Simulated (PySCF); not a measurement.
C2H5O (SMILES C[CH]O), doublet, at a GFN2-xTB geometry. Base run: PySCF with M062X/6-31+G*.

PySCF was given this input:
```python
from pyscf import gto, scf, dft, solvent

mol = gto.M(
    atom='''
C     1.19309028   -0.36928823   -0.01550432
C    -0.00932706    0.48045677   -0.15550838
O    -1.20582994   -0.08620026    0.22487613
H    -1.93007401    0.51802160    0.03896304
H    -0.03898534    1.28106100   -0.87783908
H     2.07699739    0.24879310    0.13478836
H     1.06534748   -1.03511733    0.83459159
H     1.37077470   -0.99016743   -0.90343665
''',
    basis='6-31+g*',
    spin=1,
    verbose=4,
)

mf = dft.UKS(mol)
mf.xc = 'm062x'
mf.kernel()
```

The base run was repeated with changes; each row names its change, and settings that it needs were set with it.

```tsv
change	ΔE vs base (kcal/mol)	dipole (D)
base	0.000	1.52
model = IEF-PCM; solvent = toluene; vdw_scale = 1.0	-4.32	1.74
model = IEF-PCM; solvent = acetonitrile	-5.24	1.91
model = ddCOSMO; solvent = toluene	-2.05	1.70
model = IEF-PCM; solvent = toluene; vdw_scale = 1.4	-1.44	1.64
model = IEF-PCM; solvent = toluene	-2.45	1.68
model = C-PCM; solvent = toluene	-3.03	1.73
model = IEF-PCM; solvent = toluene; lebedev_order = 41	-2.45	1.68
model = IEF-PCM; solvent = chloroform	-3.76	1.78
model = IEF-PCM; solvent = methanol	-5.22	1.90
model = COSMO; solvent = toluene	-2.47	1.69
model = SS(V)PE; solvent = toluene	-2.43	1.68
```

The base is the gas phase, so ΔE is the electrostatic part of solvation at a fixed geometry, without cavity and dispersion terms.

Open shells are given as the SCF converged; they aren't shown to be the lowest states, and a large step between rows can be another state.
